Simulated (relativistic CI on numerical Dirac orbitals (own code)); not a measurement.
Slater and spin-orbit integrals, Kr13+

Method of calculation: Dirac-Coulomb-Breit CI, KLI orbitals optimised for each configuration, a model potential for QED, unscaled Slater integrals (own radial code, finite nucleus).

Slater integrals F^k, G^k are unscaled and averaged over j, outside the closed core [Ne]; ζ comes from projecting the Hamiltonian with its Breit term on Σ l·s of the shell.

- 3s2 3p6 3d5: F^2(3d,3d) = 210680, F^4(3d,3d) = 134610, ζ(3d) = 5069 cm⁻¹; <r>(3d) = 0.4727, <r^2>(3d) = 0.2642 (bohr units).
- 3s2 3p5 3d6: ζ(3p) = 48946, F^2(3d,3d) = 210040, F^4(3d,3d) = 134180, F^2(3p,3d) = 196940, G^1(3p,3d) = 227830, G^3(3p,3d) = 146130, ζ(3d) = 4960.9 cm⁻¹; <r>(3p) = 0.4999, <r^2>(3p) = 0.2891, <r>(3d) = 0.474, <r^2>(3d) = 0.2656 (bohr units).
- 3s2 3p4 3d7: F^2(3p,3p) = 199550, ζ(3p) = 48953, F^2(3d,3d) = 209380, F^4(3d,3d) = 133740, F^2(3p,3d) = 196590, G^1(3p,3d) = 227670, G^3(3p,3d) = 145940, ζ(3d) = 4855.1 cm⁻¹; <r>(3p) = 0.5006, <r^2>(3p) = 0.2899, <r>(3d) = 0.4753, <r^2>(3d) = 0.2671 (bohr units).

Give the Racah parameters of the d shell in 3s2 3p6 3d5.

B = F²/49 − 5F⁴/441 = 2773 cm⁻¹ and C = 35F⁴/441 = 10683 cm⁻¹.

Averages of the first 10 configurations, taken without configuration mixing, which lowers the lowest level and can move excited configurations by several eV; other configurations of the list can lie among them:

```tsv
Configuration	Parity	States	Average energy above the lowest level (eV)
3s2 3p6 3d5	even	252	18.2
3s2 3p5 3d6	odd	1260	136.4
3s2 3p4 3d7	even	1800	257.4
3s 3p6 3d6	even	420	215.2
3p6 3d7	even	120	415.9
3s2 3p6 3d4 4s	even	420	188.8
3s2 3p6 3d4 4p	odd	1260	213.4
3s 3p5 3d7	odd	1440	332.2
3s2 3p6 3d4 4d	even	2100	251.1
3s2 3p6 3d3 4s2	even	120	374.0
```
